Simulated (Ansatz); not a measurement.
Compare A (`OC1N[SiH2]1`) with its isomer B (`CO[Si]N`).

Program: Ansatz. Geometries: PBE0-D4/def2-TZVP. ΔE: electronic, gas phase. CBS: MP2 limit from def2 TZ/QZ plus the TZ coupled-cluster correction, frozen cores. Functionals use def2-TZVPP. B3LYP here is the variant with VWN-RPA as its local correlation; programs differ in this. Each species was taken in one conformer, which may not be the lowest.

Task: Which is lower in electronic energy at CCSD(T)/CBS, and by how much? (Best estimate.)

Result: The calculation gave: B, by 55.7 kcal/mol.

Task: Give E(B) − E(A) in kcal/mol with PBE0-D4, BLYP-D4, MP2/def2-TZVPP, B3LYP, CCSD(T)/def2-SVP, ωB97M-V, HF/def2-TZVPP. (Estimate.)

Result: The calculation gave: PBE0-D4 -51.8, BLYP-D4 -57.2, MP2/def2-TZVPP -54.7, B3LYP -57.4, CCSD(T)/def2-SVP -54.2, ωB97M-V -56.5, HF/def2-TZVPP -60.7. None reverses the order clearly.

Task: Does the order hold for the free energy at 298.15 K (harmonic terms from PBE0-D4)? (Estimate.)

Result: The calculation gave: Yes: G(B) − G(A) = -53.0 kcal/mol, for one conformer each.

Largest T1 diagnostic: 0.013.

In def2-TZVPP, CCSD(T) changes the Hartree–Fock value by +4.7 kcal/mol (the triples alone add +1.0 kcal/mol) and MP2 by +6.0 kcal/mol. At CCSD(T), def2-SVP lies +1.5 kcal/mol from the extrapolated value and def2-TZVPP −0.3 kcal/mol.
